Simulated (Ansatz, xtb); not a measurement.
## Relative energy of two structures of AlH6NSiSn

We compare a, a singlet given by its coordinates, with b, a singlet given by its coordinates. Both are isolated molecules in the gas phase, relaxed with B3LYP-D3(BJ)/def2-SVP.

a (Å):

```tsv
atom	x (Å)	y (Å)	z (Å)
Al	-3.1824	-1.0081	0.2639
N	-2.2623	0.3821	-0.4322
Si	-0.8651	0.1923	-1.4885
Sn	-2.9067	2.3327	0.0543
H	-1.1014	0.8118	-2.8264
H	-0.5854	-1.2625	-1.6974
H	0.3569	0.8152	-0.8980
H	-1.5929	3.0710	-0.9396
H	-4.4138	-0.6499	1.1948
H	-2.7534	-2.4955	-0.0601
```

Close contacts (Å): Al1–N2 1.81, Al1–Sn4 3.36, N2–Si3 1.76, N2–Sn4 2.11, Al1–H9 1.58, Al1–H10 1.58, Si3–H5 1.49, Si3–H6 1.50, Si3–H7 1.49, Sn4–H8 1.81.

b (Å):

| atom | x (Å) | y (Å) | z (Å) |
| --- | --- | --- | --- |
| Al | -2.0596 | 1.8549 | -0.3751 |
| N | -2.1057 | 0.0584 | -0.9296 |
| Si | -1.3025 | -1.4133 | -0.4625 |
| Sn | -3.5047 | 0.3016 | -2.3929 |
| H | -3.3533 | 2.1107 | -1.7201 |
| H | -1.7900 | -2.5493 | -1.3096 |
| H | -0.8315 | 2.7245 | -0.8830 |
| H | -2.8476 | 2.2079 | 0.9578 |
| H | 0.1783 | -1.3077 | -0.6358 |
| H | -1.5705 | -1.7528 | 0.9682 |

Close contacts (Å): Al1–N2 1.88, Al1–Sn4 2.93, N2–Si3 1.74, N2–Sn4 2.04, Al1–H5 1.88, Al1–H7 1.59, Al1–H8 1.59, Si3–H6 1.50, Si3–H9 1.49, Si3–H10 1.49, Sn4–H5 1.94.

Quicker runs give these differences E(b) − E(a): GFN2-xTB −3.3 kcal/mol; HF/STO-3G −3.3 kcal/mol (at GFN2-xTB geometries); r2SCAN-D4/def2-SVP −10.5 kcal/mol (at GFN2-xTB geometries).

Question: Estimate E(b) − E(a) at the level CCSD(T)/def2-SVP + ΔMP2/def2-TZVPP.

Answer: Calculated at CCSD(T)/def2-SVP + ΔMP2/def2-TZVPP: E(b) − E(a) = −8.2 kcal/mol, so structure b lies lower.

Level by level:

```tsv
level	geometry	E(b) − E(a) (kcal/mol)	departure from the last row (kcal/mol)	job, with rough time for the two
GFN2-xTB	GFN2-xTB	−3.3	+4.9	optimisation, 0.4 s
HF/STO-3G	GFN2-xTB	−3.3	+4.9	single point, 0.82 s
r2SCAN-D4/def2-SVP	GFN2-xTB	−10.5	−2.4	single point, 2.7 s
B3LYP-D3(BJ)/def2-SVP	B3LYP-D3(BJ)/def2-SVP	−7.0	+1.1	optimisation, 63 s
HF/def2-SVP	B3LYP-D3(BJ)/def2-SVP	−2.3	+5.8	part of the CCSD(T) run
MP2/def2-SVP	B3LYP-D3(BJ)/def2-SVP	−6.9	+1.2	part of the CCSD(T) run
CCSD(T)/def2-SVP	B3LYP-D3(BJ)/def2-SVP	−7.0	+1.2	single point
CCSD(T)/def2-SVP + ΔMP2/def2-TZVPP	B3LYP-D3(BJ)/def2-SVP	−8.2		single point, 25 s
```

None of the levels shown reverses the order. The largest departure from CCSD(T)/def2-SVP + ΔMP2/def2-TZVPP is that of HF/def2-SVP, 5.8 kcal/mol. The last row adds to CCSD(T) the change of the MP2 difference between the two basis sets, here −1.2 kcal/mol.

With harmonic frequencies from B3LYP-D3(BJ)/def2-SVP (ideal gas, rigid rotor, one conformer each, 298.15 K, 1 atm): on the last row, ΔE + ΔZPE = −7.5, ΔH = −7.9, ΔG = −7.2 kcal/mol.

The correlated steps freeze 15 core orbitals; the filled d shell of Sn is correlated, in a basis made for valence electrons. Atoms past krypton carry core potentials in the def2 sets, other sets are all-electron and non-relativistic, and no spin–orbit term is included. Programs: Ansatz 0.2.0, xtb 6.7.1; the last row on 2 threads of Intel(R) Xeon(R) 6975P-C (Granite Rapids) on a shared host.
